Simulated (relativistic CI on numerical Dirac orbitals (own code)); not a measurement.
**Transition arrays of Sn9+**

Method of calculation: Dirac-Coulomb-Breit CI, KLI orbitals optimised for each configuration, QED by a radiative potential, valence Slater integrals scaled by 0.9, whole transition arrays (own radial code, finite nucleus).

CI space (outside the closed core [Ar] 3d10 4s2): 4p6 4d5, 4p6 4d4 4f, 4p5 4d6, 4p6 4d4 5p, 4p6 4d4 5f. Levels of other configurations are missing.

All E1 lines from the levels of 4p6 4d5; mean and standard deviation are weighted by gf, and upper levels are sorted by their leading configuration.

```
Upper configuration  Lines     Σgf  Mean (eV)  Mean (nm)  σ (eV)  Strongest line (nm)
         4p6 4d4 4f   6130  1535.1      88.92     13.943    3.99               13.969
            4p5 4d6   2361   831.9      92.27     13.437    3.41               13.558
         4p6 4d4 5p   3469   135.0      70.01     17.708    2.12               17.809
         4p6 4d4 5f   5470   106.9     117.97     10.510    2.39               10.342
```

Σgf per state of the lower configuration in bins of 0.2 nm over the central range (centre: value): 10.3: 0.14, 10.5: 0.15, 10.7: 0.08, 10.9: 0.03, 12.7: 0.10, 12.9: 0.26, 13.1: 0.52, 13.3: 0.82, 13.5: 1.43, 13.7: 2.28, 13.9: 2.68, 14.1: 0.51, 14.3: 0.27, 14.5: 0.09, 14.7: 0.04, 16.5: 0.03, 16.7: 0.04, 16.9: 0.03, 17.1: 0.05, 17.3: 0.07, 17.5: 0.13, 17.7: 0.16.

Question: How do configuration mixing and the scaling of the Slater integrals move the arrays?

Answer: Slater scale 0.9, no configuration mixing: 4p6 4d4 4f 84.0 ± 3.8 eV (Σgf 1446.1), 4p5 4d6 83.2 ± 6.7 eV (Σgf 766.7), 4p6 4d4 5p 69.8 ± 1.9 eV (Σgf 184.5), 4p6 4d4 5f 118.1 ± 2.1 eV (Σgf 0.3); Slater scale 1: 4p6 4d4 4f 90.6 ± 4.2 eV (Σgf 1607.9), 4p5 4d6 94.2 ± 3.5 eV (Σgf 784.3), 4p6 4d4 5p 70.1 ± 2.3 eV (Σgf 135.2), 4p6 4d4 5f 118.0 ± 2.7 eV (Σgf 131.2); Slater scale 0.8: 4p6 4d4 4f 87.3 ± 3.7 eV (Σgf 1527.6), 4p5 4d6 90.5 ± 3.3 eV (Σgf 807.5), 4p6 4d4 5p 69.9 ± 1.9 eV (Σgf 136.2), 4p6 4d4 5f 117.9 ± 2.1 eV (Σgf 88.1). With mixing, levels are counted to their leading configuration, so an array can shrink or vanish into another, and the sums then hold other lines.
